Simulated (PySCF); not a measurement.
## Excitation energy of Al by level of theory

Al [Ne] 3s2 3p1 (2P) → Al [Ne] 3s1 3p2 (4P), as a difference of total energies. All numbers are calculated (PySCF 2.14, no relativity, point nucleus, in dyall-av2z). Correlated levels: valence: [Ne] frozen; virtual orbitals above 40 to 60 times the deepest correlated orbital energy dropped. The calculations carry no spin-orbit coupling.

| method | excitation energy (cm⁻¹) | error (cm⁻¹) |
| --- | --- | --- |
| UHF | 19474 | -9548 |
| LDA | 29671 | +648 |
| PBE | 28823 | -199 |
| PBE0 | 27837 | -1185 |
| r2SCAN | 25633 | -3389 |
| wB97M-V | 31753 | +2730 |
| B3LYP | 30776 | +1753 |
| M06-2X | 31848 | +2826 |
| MP2 (valence) | 24750 | -4272 |
| SCS-MP2 (valence) | 26848 | -2174 |

Reference: 29022 cm⁻¹ (measured; NIST levels, between the centres of gravity of the two terms).

Errors of the correlated levels include the incompleteness of this basis and the frozen core.
